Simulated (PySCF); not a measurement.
**Zn¹⁸⁺: ionisation energy**

Zn¹⁸⁺ [Ne] 3s2 (1S) → Zn¹⁹⁺ [Ne] 3s1 (2S), as a difference of total energies. Calculation: PySCF 2.14, in an even-tempered Gaussian basis (18 s from 1.7 bohr⁻², ratio 2.5; 11 p from 2.2 bohr⁻², ratio 2.5; 5 d from 8.7 bohr⁻², ratio 2.7; 4 f from 13 bohr⁻², ratio 2.7); scalar relativity by spin-free X2C-1e. Correlated levels: outer shells: 1s2 frozen; virtual orbitals above 40 to 60 times the deepest correlated orbital energy dropped. The calculations carry no spin-orbit coupling.

| method | ionisation energy (eV) |
| --- | --- |
| UHF | 693.38 |
| MP2 (outer shells) | 695.91 |
| SCS-MP2 (outer shells) | 696.19 |
| CCSD (outer shells) | 696.52 |
| CCSD(T) (outer shells) | 696.56 |

Q: How much does correlation contribute at CCSD(T) (outer shells)?

A: 696.56 − (693.38) = 3.18 eV, measured against UHF.

For comparison: 697.5 ± 0.7 eV (semi-empirical (NIST evaluation); NIST Atomic Spectra Database, ionization energies).
